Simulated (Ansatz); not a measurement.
The pair A = H2S (SMILES S) (first 3 atoms), B = ClH3Si (SMILES [SiH3]Cl); geometry from B3LYP-D3(BJ)/def2-TZVP.
(charge 0, multiplicity 1):
```xyz
8

S      1.2014    -0.0802    -0.5346
H     -0.0448    -0.5280    -0.3149
H      0.8454     1.1874    -0.2732
Si     0.7098     0.0734     3.2333
Cl    -0.9853     0.9631     2.4355
H      0.7806    -1.3182     2.7548
H      0.5689     0.1063     4.7032
H      1.8904     0.8478     2.8126
```

Correlated levels freeze the cores. MP2 and its Hartree–Fock in aug-cc-pV(Q+d)Z, aug-cc-pV(T+d)Z are density fitted.

Programs: Ansatz (Gaussian basis) for Hartree–Fock, density functionals and correlated methods. Values without a source in brackets are computed.

The counterpoise-corrected interaction energy is E(AB) − E(A in the pair's basis) − E(B in the pair's basis). Total energies (hartree):

```tsv
level	AB	A in the pair's basis	B in the pair's basis
HF/aug-cc-pV(T+d)Z	-1148.9779276	-398.7158496	-750.2631690
MP2/aug-cc-pV(T+d)Z	-1149.5046199	-398.9112967	-750.5899415
HF/aug-cc-pV(Q+d)Z	-1148.9879430	-398.7191698	-750.2698774
MP2/aug-cc-pV(Q+d)Z	-1149.5537555	-398.9279074	-750.6222224
CCSD(T)/aug-cc-pV(T+d)Z	-1149.5879708	-398.9439510	-750.6410072
```

### Question
Work out the counterpoise-corrected interaction energy at the basis-set limit: extrapolate the MP2 correlation part as X⁻³, take Hartree–Fock from the larger set, and add the CCSD(T) − MP2 difference of aug-cc-pV(T+d)Z.

### Answer

1. Differences (1 hartree = 627.509 kcal/mol): HF/aug-cc-pV(T+d)Z 0.685; MP2/aug-cc-pV(T+d)Z -2.122; HF/aug-cc-pV(Q+d)Z 0.693; MP2/aug-cc-pV(Q+d)Z -2.275; CCSD(T)/aug-cc-pV(T+d)Z -1.890.
2. Correlation parts, MP2 less HF: -2.807 in aug-cc-pV(T+d)Z (X = 3), -2.968 in aug-cc-pV(Q+d)Z (X = 4).
3. Limit (4³·(-2.968) − 3³·(-2.807))/(4³ − 3³) = -3.086; with HF/aug-cc-pV(Q+d)Z it gives -2.393.
4. CCSD(T) less MP2 in aug-cc-pV(T+d)Z: 0.232.
Result: -2.16 kcal/mol, against -2.12 at MP2/aug-cc-pV(T+d)Z. It is an estimate of this method's limit, not of the exact value.

Ansatz is a program for electronic structure.
